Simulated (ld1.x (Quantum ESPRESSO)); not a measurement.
# Before and after: TM semilocal potential for Fe (Z = 26)

ld1.x (Quantum ESPRESSO) 7.5 input, shortened:

```
&input
   title='Fe', zed=26., rel=1, dft='PBE', iswitch=3,
   config='[Ar] 3d6 4s2 4p0'
 /
 &inputp
   pseudotype=1, tm=.true., lloc=0,
   nlcc=.false.
 /
3
4P  2  1   0.00   0.00  3.45  3.45  0.0
3D  3  2   6.00   0.00  1.30  1.30  0.0
4S  1  0   2.00   0.00  2.00  2.00  0.0
 &test
   configts(1)='3d6 4s2 4p0'
 /
```

Change: core correction a·sin(br)/r model core inside 1.42 bohr.

Cutoffs: the cutoffs (Ry, on a coarse ladder) from which the occupation-weighted sum of valence levels, in a spherical-Bessel basis at the reference potential, stays within 10 and 1 mRy of its value at 400 Ry; they do not see the model core or the augmentation charge, which bear on the density cutoff. Errors are all-electron minus pseudo energies relative to the spin-unpolarised reference configuration.

Problem. Predict the effect on cutoff, ghosts and configuration errors.

Solution. The potential gets neither clearly harder nor softer (140 Ry and 200 Ry → 140 Ry and 200 Ry); of the 7 tests that both files solve, the error grows in 3 and shrinks in 3 by more than 15 % and 0.3 meV (median size 82.0 → 42.6 meV); neither file shows a bound ghost. A semilocal file is local in each channel, so a ghost entry of none says nothing of the separable form that plane-wave codes build from it. A model core, the more so a compact one, raises the density cutoff, which this test does not measure.

```tsv
quantity	base	changed
cutoff, loose	140 Ry	140 Ry
cutoff, tight	200 Ry	200 Ry
bound ghosts	none	none
error for 3d6 4s1 4p0, meV [ΔE 8.73 eV]	+5.7	-7.0
error for 3d6 4s0 4p0, meV [ΔE 24.93 eV]	+82	-43
error for 3d5 4s0 4p0, meV [ΔE 59.16 eV]	+176	-168
error for 3d7 4s1 4p0, meV [ΔE -0.79 eV]	-99	-120
error for 3d6 4s0 4p2, meV [ΔE 8.46 eV]	+27	+3.3
error for 3d6 4s1 4p1, meV [ΔE 4.10 eV]	+5.1	+0.1
error for 3d5 4s2 4p1, meV [ΔE 8.75 eV]	-176	-219
s: phases at 3.75 bohr within 0.05 rad from the reference energy up to (Ry; the scan ends near 5)	1.1	1.1
p: phases at 3.75 bohr within 0.05 rad from the reference energy up to (Ry; the scan ends near 5)	1.4	1.4
d: phases at 3.75 bohr within 0.05 rad from the reference energy up to (Ry; the scan ends near 5)	2.9	2.9
```
